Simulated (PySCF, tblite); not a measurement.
Isomers of C7H4FP. Calculated harmonic vibrations of the isolated species, GFN2-xTB (tblite), most abundant isotopes, no scaling. Errors from tens to a few hundred cm⁻¹ against measured bands are possible. One conformer each.

Electronic energies: PBE0/pcSseg-1 single points on the GFN2-xTB geometries (PySCF, gas phase).

| SMILES | electronic energy, lowest = 0 (kcal/mol) |
| --- | --- |
| Fc1ccc(C#P)cc1 | 0.0 |
| Fc1cccc(C#P)c1 | 0.5 |
| Fc1ccccc1C#P | 1.2 |

Q: How do GFN2-xTB zero-point energies change the relative energies?

A: 
```tsv
SMILES	ZPE (kcal/mol)	of it from modes above 1550 cm⁻¹	electronic (kcal/mol)	with ZPE, lowest = 0 (kcal/mol)	lowest mode (cm⁻¹)	rings
Fc1ccc(C#P)cc1	53.5	24.7	0.0	0.0	74	1
Fc1cccc(C#P)c1	53.5	24.7	0.5	0.5	87	1
Fc1ccccc1C#P	53.5	24.7	1.2	1.2	80	1
```

The zero-point energies span 0.0 kcal/mol, from `Fc1cccc(C#P)c1` to `Fc1ccccc1C#P`. The order is unchanged.

Q: And how do the electronic energies of GFN2-xTB itself compare?

A: `Fc1ccc(C#P)cc1` 0.0; `Fc1cccc(C#P)c1` 0.1; `Fc1ccccc1C#P` 1.0 kcal/mol, lowest = 0. Against the energies above, taken from the same isomer `Fc1ccc(C#P)cc1`, the largest difference is 0.4 kcal/mol.

Q: What do entropy and thermal enthalpy add at 298.15 K and 1 bar (rigid rotor, harmonic oscillator, one conformer each)?

A: 
| SMILES | point group | symmetry number | S (cal/(mol K)) | H − H(0) (kcal/mol) | ZPE + H − H(0) − TS (kcal/mol) |
| --- | --- | --- | --- | --- | --- |
| Fc1ccc(C#P)cc1 | C2v | 2 | 86.7 | 5.40 | 33.0 |
| Fc1cccc(C#P)c1 | Cs | 1 | 88.0 | 5.39 | 32.6 |
| Fc1ccccc1C#P | Cs | 1 | 88.1 | 5.41 | 32.6 |
